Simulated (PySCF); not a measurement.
Si(F)3(SeH) (F3HSeSi), SMILES [Si]([SeH])(F)(F)F. Heavy atoms are numbered as in [F:1][Si:2]([F:3])([F:4])[SeH:5]. Hydrogens are named by the atom that carries them.

The structure is a stationary point at B3LYP-D3(BJ)/def2-SVP. The structure was generated by enumeration, and PubChem lists no compound with its InChIKey, so it may never have been made. One conformer was computed; it need not be the lowest.

These are PBE/pcSseg-1 in PySCF values and carry that method's errors.

GIAO shieldings, no solvent; atoms alike by connectivity are averaged. δ = σ(ref) − σ: ¹⁹F against CFCl3 (σ = 133.6 ppm); ²⁹Si against TMS (σ = 335.4 ppm); ⁷⁷Se against Me2Se (σ = 1634.8 ppm); ¹H against TMS (σ = 31.49 ppm), references at their B3LYP-D3(BJ)/def2-TZVP geometries, non-relativistic.

| atoms | nucleus | count | δ (ppm) |
|---|---|---|---|
| F1 | ¹⁹F | 3 | ? |
| Si2 | ²⁹Si | 1 | -37.0 |
| Se5 (SeH) | ⁷⁷Se | 1 | ? |
| H on Se5 | ¹H | 1 | 1.21 |

### Question
Some entries are withheld; supply them. (The exact figures need the calculation; the answer reports its results.)

### Answer

- F1, δ (ppm): -135.5
- Se5 (SeH), δ (ppm): -462.3
